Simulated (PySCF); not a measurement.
Match the calculated data to a structure.

All candidates are C8H16Si.

* UV, first state: lowest singlet excitation: 6.43 eV (193 nm, f = 0.381) [TDDFT wB97X-D/def2-SVPD]
* 13C NMR: chemical shifts (computed TMS as zero) by class: 138.8 (1 C), 106.8 (1 C), 40.3 (1 C), 34.4 (1 C), 22.2 (1 C), 21.1 (1 C), 15.4 (1 C), 10.6 (1 C) ppm [GIAO KT2/pcSseg-1]
* Polarisability: 123.8 au [wB97X-D/def2-SVPD]
* Dipole: 0.91 D [wB97X-D/def2-SVPD]
* NMR, other nuclei: isotropic shieldings of nuclei other than C and H, by class: 355 (1 Si) ppm [GIAO KT2/pcSseg-1]
* Rotational structure: rotational constants A, B, C: 2.003, 0.733, 0.603 GHz [PBE0-D3(BJ)/def2-SVP]
* Valence photoelectron: vertical ionisation energy: 8.50 eV [ΔSCF wB97X-D/def2-SVPD]
* 1H NMR: chemical shifts (computed TMS as zero) by class: 5.77 (1 H), 5.19 (1 H), 4.88 (1 H), 4.65 (1 H), 2.70 (1 H), 2.50 (1 H), 2.13 (1 H), 1.41 (1 H), 1.33 (1 H), 1.17 (1 H), 1.13 (3 H), 0.99 (1 H), 0.92 (1 H), 0.79 (1 H) ppm [GIAO KT2/pcSseg-1]
* Triplet: lowest triplet excitation (Tamm–Dancoff): 4.25 eV [TDA wB97X-D/def2-SVPD]

Gas-phase values; electronic properties from PySCF, density fitting. Levels stand in brackets. The structure is a single PBE0-D3(BJ)/def2-SVP conformer in the gas phase; no vibrational or solvent corrections. NMR classes are plain means over equivalent atoms (diastereotopic ones count apart unless rotation or inversion swaps them), as if these changed places fast.

Task: Which candidate is it?
A. `C=C[C@H]1C[Si@@H](CCC)C1`
B. `C=C(C)[C@@]1(C)CCC[SiH2]1`
C. `C=C[C@@H]1CC[Si@@H]1CCC`

Result: C. It is `C=C[C@@H]1CC[Si@@H]1CCC`. Numbering: `[CH2:1]=[CH:2][C@@H:3]1[CH2:4][CH2:5][Si@@H:6]1[CH2:7][CH2:8][CH3:9]`. Its formula, C8H16Si, gives 2 degrees of unsaturation: 1 ring and 1 π bond in the structure found. 8 carbons fall into 8 classes; from least to most shielded: alkene CH carbon [C2] (138.8 ppm), terminal =CH2 carbon [C1] (106.8 ppm), ring sp3 carbon bound to silicon [C3] (40.3 ppm), four-membered-ring carbon [C4] (34.4 ppm), chain CH2 carbon [C8] (22.2 ppm), methyl carbon [C9] (21.1 ppm), chain sp3 carbon bound to silicon [C7] (15.4 ppm), ring sp3 carbon bound to silicon [C5] (10.6 ppm). Hydrogen classes from least to most shielded: 1 H on an alkene CH carbon, C2 (5.77 ppm), 1 H on an SiH silicon, Si6 (5.19 ppm), 1 H on a terminal =CH2 carbon, C1 (4.88 ppm), 1 H on a terminal =CH2 carbon, C1 (4.65 ppm), 1 H on a four-membered-ring carbon, C4 (2.70 ppm), 1 H on an sp3 carbon bound to silicon, C3 (2.50 ppm), 1 H on a four-membered-ring carbon, C4 (2.13 ppm), 1 H on a chain CH2 carbon, C8 (1.41 ppm), 1 H on a chain CH2 carbon, C8 (1.33 ppm), 1 H on an sp3 carbon bound to silicon, C5 (1.17 ppm), 3 H on a methyl carbon, C9 (1.13 ppm), 1 H on an sp3 carbon bound to silicon, C7 (0.99 ppm); 2 more classes are left out. The other shieldings belong to: 355 ppm, SiH silicon [Si6]. The first electron is taken from the HOMO, whose largest Löwdin shares are 0.28 on the terminal =CH2 carbon, 0.21 on the alkene CH carbon, 0.18 on an sp3 carbon bound to silicon and 0.10 on the SiH silicon. The optimised geometry has point group C1 and is an asymmetric top.

The others, at the same levels:
- `C=C(C)[C@@]1(C)CCC[SiH2]1` fails: its computed 13C shifts are 151.4 (1 C), 102.7 (1 C), 42.7 (1 C), 41.8 (1 C), 29.2 (1 C), 28.1 (1 C), 25.4 (1 C), 10.0 (1 C) ppm, 1H shifts are 4.76 (1 H), 4.74 (1 H), 4.21 (1 H), 4.12 (1 H), 2.11 (1 H), 1.97 (3 H), 1.76 (1 H), 1.74 (1 H), 1.41 (1 H), 1.17 (3 H), 1.09 (1 H), 0.89 (1 H) ppm and lowest singlet excitation is 6.70 eV (185 nm, f = 0.246) (against 6.43 eV).
- `C=C[C@H]1C[Si@@H](CCC)C1` fails: it has 7 carbon classes against 8; its computed 13C shifts are 146.4 (1 C), 107.4 (1 C), 44.4 (1 C), 24.0 (2 C), 22.9 (1 C), 21.8 (1 C), 21.0 (1 C) ppm, 1H shifts are 5.66 (1 H), 4.93 (1 H), 4.75 (1 H), 4.73 (1 H), 2.70 (1 H), 1.37 (2 H), 1.27 (2 H), 1.06 (3 H), 0.95 (2 H), 0.75 (2 H) ppm and lowest singlet excitation is 6.97 eV (178 nm, f = 0.002) (against 6.43 eV).

Each candidate is one conformer, not necessarily the lowest. Dipoles, sizes and rotational constants follow the conformer. The torsions of the flexible species, by atom-mapped SMILES:
- `[CH2:1]=[CH:2][C@@H:3]1[CH2:4][CH2:5][Si@@H:6]1[CH2:7][CH2:8][CH3:9]`: C1–C2–C3–C4 -136°, C5–Si6–C7–C8 76°, Si6–C7–C8–C9 180°
- `[CH2:1]=[CH:2][C@H:3]1[CH2:4][Si@@H:5]([CH2:6][CH2:7][CH3:8])[CH2:9]1`: C1–C2–C3–C4 122°, C4–Si5–C6–C7 165°, Si5–C6–C7–C8 180°

The conformers of `C=C(C)[C@@]1(C)CCC[SiH2]1` aren't listed.
